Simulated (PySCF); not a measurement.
# Electronic absorption of Cr(CH)F3

Cr(CH)F3, CHCrF3 (singlet state).
SMILES: `[CH]#[Cr]([F])([F])[F]`

Level of theory: PySCF 2.14.0, density-fitted response routines, TDDFT PBE0/def2-SVPD, vertical, gas phase, core orbitals frozen in the response. Isolated species at its PBE0-D3(BJ)/def2-SVP geometry, gas phase.

```csv
state,E (eV),ν̃ (cm⁻¹),f,symmetry,"main configurations (H = HOMO, L = LUMO)"
S1,2.39,19280,0.0000,–,H-1/H→L/L+1 (≥91%)
S2,2.74,22120,0.0025,A1,H-1/H→L/L+1 (≥70%)
S3,2.89,23300,0.0004,–,H-1/H→L/L+1 (≥96%)
S4,2.89,23310,0.0004,–,H-1/H→L/L+1 (≥96%)
S5,4.01,32330,0.0000,–,"H-1/H→L+2 (≥50%), H-1/H→L+3 (≥29%)"
S6,4.40,35460,0.0003,–,"H-1/H→L+2 (≥41%), H-1/H→L+3 (≥29%)"
S7,4.40,35490,0.0002,–,"H-1/H→L+3 (≥40%), H-1/H→L+2 (≥29%)"
S8,4.62,37260,0.0099,E,H-1/H→L+4 (≥79%)
S9,4.62,37290,0.0099,E,H-1/H→L+4 (≥80%)
S10,6.16,49710,0.072,A1,"H-1/H→L+3 (≥29%), H-1/H→L+2 (≥17%)"
S11,6.32,50990,0.0049,E,"H-2→L/L+1 (≥77%), H-5→L/L+1 (≥9%), H-4→L/L+1 (≥9%)"
S12,6.33,51020,0.0046,E,"H-2→L/L+1 (≥76%), H-4→L/L+1 (≥8%)"
S13,6.39,51510,0.0016,–,"H-3→L/L+1 (≥73%), H-6→L/L+1 (≥12%)"
S14,6.39,51550,0.0013,–,"H-3→L/L+1 (≥79%), H-6→L/L+1 (≥12%)"
```

Triplets, Tamm–Dancoff:

```tsv
state	E (eV)	λ (nm)	main configurations (H = HOMO, L = LUMO)
T1	1.66	744.9	H-1/H→L/L+1 (≥76%)
T2	1.95	635.4	H-1/H→L/L+1 (≥97%)
T3	1.95	635.3	H-1/H→L/L+1 (≥97%)
```

The lowest singlet lies at 2.39 eV (519 nm, visible) and is dark (f under 0.0005); its leading configuration is HOMO-1/HOMO→LUMO/LUMO+1 (≥91%). The most intense listed level is S10 at 6.16 eV (201 nm, f = 0.072), 3.77 eV above S1. S3/S4, S6/S7, S8/S9, S11/S12 and S13/S14 lie within about 0.01 eV of each other in each set; the point group C3v has degenerate representations, and within a degenerate level the listed configurations can mix freely. For S1 the Löwdin share of chromium is 38% in HOMO-1 and 65% in LUMO. Of the 14 states listed, 1 reaches f = 0.01 and 6 stay under 0.0005. Weighted by f, the mean energy of these states is 5.79 eV. The listed states span 4.00 eV, and the widest gap between neighbours is 1.54 eV (S9 to S10). 4 computed singlets (S1 to S4) lie in the visible range (380 to 750 nm), the largest f among them at 452 nm, f = 0.0025; light of that wavelength is blue, and its complementary colour is yellow; a Tamm–Dancoff triplet lies at 745 nm, without intensity as long as spin–orbit coupling is left out. The vertical ionisation energy (ΔSCF) is 11.46 eV, 5.07 eV above S14. Symmetry labels in C3v follow from the direction of the transition dipole and are given only for states with f of 0.002 or more. Orbitals of the list HOMO-3 to LUMO+2 that lie within 0.01 eV of each other are written together with a slash and their weights summed (≥ marks a lower bound); for degenerate orbitals outside that list single weights are arbitrary. Singlets were solved by full linear response, triplets in the Tamm–Dancoff approximation. The highest level found (6.62 eV, f 0.0000 so far) is left out, since the window may have cut off a degenerate partner.

The run took 49 s wall on one thread, x86-64 server, on a shared host.
